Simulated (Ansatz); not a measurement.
BFH2O3Zn (`OB(O)[O][Zn][F]`) at its PBE0-D4/def2-TZVP geometry, where that method's forces vanish. Total charge 0; spin multiplicity 1.

```xyz
8

O    -1.8079    0.7822   -0.4933
B    -0.5516    0.3395   -0.1858
O    -0.2743   -0.9406    0.3026
O     0.5126    1.1476   -0.3457
Zn    2.0374    0.3473    0.1188
F     3.6061   -0.2846    0.5281
H    -2.5149    0.1522   -0.3548
H    -1.0074   -1.5435    0.4303
```

(1) What forces (eV/Å) does r2SCAN-D4/def2-TZVPP give on these atoms in the Gaussian-basis code of Ansatz? (Best estimate.)

Results:

(1) The calculation gave: 
```
O1  -0.103  0.107 -0.051
B2  -0.062 -0.111  0.034
O3   0.104 -0.108  0.050
O4   0.262  0.133 -0.017
Zn5  0.014 -0.028  0.012
F6  -0.158  0.060 -0.040
H7  -0.008 -0.030  0.010
H8  -0.049 -0.023  0.002
```
